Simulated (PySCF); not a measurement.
SMILES C[Si](O)(O)C[Si](O)(O)O (C2H10O5Si2) (GFN2-xTB optimised geometry):

```
19

Si    -1.772    -0.798     0.000
O     -2.532    -1.437     1.292
O     -2.320    -1.595    -1.310
O     -2.202     0.784     0.000
C      0.117    -0.798     0.000
Si     0.659     0.184    -1.525
C      2.526     0.369    -1.775
O     -0.018    -0.668    -2.772
O      0.063     1.700    -1.489
H     -2.609    -2.384     1.346
H     -1.798    -1.484    -2.107
H     -3.007     1.021     0.455
H      0.514    -0.337     0.898
H      0.499    -1.814    -0.032
H      2.731     1.042    -2.599
H      3.007     0.777    -0.895
H      2.992    -0.585    -1.998
H      0.154    -0.384    -3.666
H     -0.780     1.814    -1.046
```

Computed with CAM-B3LYP/def2-SVP run with PySCF 2.14.0.

What are the frontier orbital energies and the dipole moment?

HOMO-2 -10.10 eV, HOMO-1 -10.02 eV, HOMO -9.22 eV, LUMO 2.05 eV, LUMO+1 2.64 eV; dipole moment 1.06 D.

On the same geometry PBE/def2-SVP in PySCF 2.14.0 gives HOMO-2 -6.82 eV, HOMO-1 -6.73 eV, HOMO -6.44 eV, LUMO 0.30 eV, LUMO+1 0.81 eV; dipole moment 0.95 D.

Meta-Löwdin charges at CAM-B3LYP/def2-SVP: Si1 1.40, O2 -0.71, O3 -0.73, O4 -0.73, C5 -0.72, Si6 1.26, C7 -0.56, O8 -0.73, O9 -0.73, H10 0.34, H11 0.33, H12 0.34, H13 0.12, H14 0.12, H15 0.11, H16 0.12, H17 0.11, H18 0.33, H19 0.33.
